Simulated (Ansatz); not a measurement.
**A barrier at the coupled-cluster level**

Start structure (SiNH₇Cl₂O, closed shell), relaxed at PBE0-D4/def2-TZVP:

Si1  (-1.277, -0.672, -0.249)
H2  (-0.667, -1.203, 0.988)
Cl3  (-2.275, -2.465, -0.810)
Cl4  (-0.009, -0.531, -1.918)
H5  (-2.468, 0.201, -0.273)
H6  (0.699, 0.950, 0.548)
N7  (-0.300, 1.134, 0.411)
H8  (2.873, -0.545, 0.699)
O9  (2.423, 0.125, 0.179)
H10  (-0.394, 1.889, -0.260)
H11  (-0.700, 1.444, 1.291)
H12  (2.094, -0.329, -0.607)
(Å)

The step: SiH₂Cl₂ ([Cl][SiH2][Cl]) + H₂O + NH₃ → SiNH₃Cl₂ ([NH2][SiH]([Cl])[Cl]) + H₂O + H₂; bonds formed: H2–H8, H6–O9; dative contacts that become bonds: Si1–N7; bonds broken: Si1–H2, H6–N7, H8–O9. Ansatz 0.2.0; basis: def2-TZVPP and def2-QZVPP; cores frozen in the correlated methods. Extrapolation: Hartree–Fock as exp(−7.88 √X), correlation as X^−2.97. Energies below are by CCSD(T) at an estimated basis limit (MP2 extrapolated from triple and quadruple zeta, plus CCSD(T) − MP2 in triple zeta).

(1) What are the electronic barrier and the energy of the step, from the start structure to the end structure? (To be estimated.)

T1 diagnostic: at most 0.010.

Results:

(1) The calculation gives: Barrier 37.50 kcal/mol; step energy -4.47 kcal/mol (downhill); reverse barrier, their difference, 41.97 kcal/mol. Barrier and step energy count from the start structure, the reverse barrier from the end structure.

The saddle point: One imaginary mode of 1311i cm⁻¹.
```csv
pair,start (Å),saddle (Å),end (Å)
Si1–N7,2.16,1.81,1.71
H2–H8,3.61,1.05,0.75
H6–O9,1.95,1.13,0.97
Si1–H2,1.48,1.73,4.02
H6–N7,1.02,1.40,2.07
H8–O9,0.96,1.19,2.55
```

Zero-point energy (harmonic, PBE0-D4): ZPE is 52.91 kcal/mol at the start and 49.43 kcal/mol at the saddle, so the barrier goes from 37.50 to 34.02 kcal/mol.

Labels in which every atom is bracketed show which atoms are joined, not bond orders.

For scale, one of the runs: CCSD(T)/def2-TZVPP, 286 basis functions, launched by `ansatz run in.yaml --threads 8 --pin off --events-out ev --progress --plain --max-ram 19148MiB`. The run took 3.1 min on 8 CPU threads of an Intel Xeon (shared host), with 8.4 GiB of host memory at its peak.
